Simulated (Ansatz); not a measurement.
C2HF3O, SMILES O=CC(F)(F)F.

The structure is a stationary point at PBE-D3(BJ)/def2-SVP.

Two levels are set side by side: PBE/def2-SVPD (Ansatz, a first-principles code) and CAM-B3LYP/def2-SVPD (Ansatz). Energy differences of separate SCF runs at the same geometry; the states with an electron removed or added have multiplicity 2 and 2. Differences are taken from unrounded values.

```json
[
 {"quantity": "vertical ionisation energy (eV)", "PBE": "11.20"},
 {"quantity": "vertical singlet–triplet gap (eV)", "PBE": "3.34"}
]
```

Task: These are the PBE values. What does CAM-B3LYP give? (An estimate is asked for; the answer gives what the named calculation found.)

Result: 
| quantity | CAM-B3LYP | PBE minus CAM-B3LYP |
|---|---|---|
| vertical ionisation energy (eV) | 11.75 | -0.55 |
| vertical singlet–triplet gap (eV) | 3.41 | -0.07 |
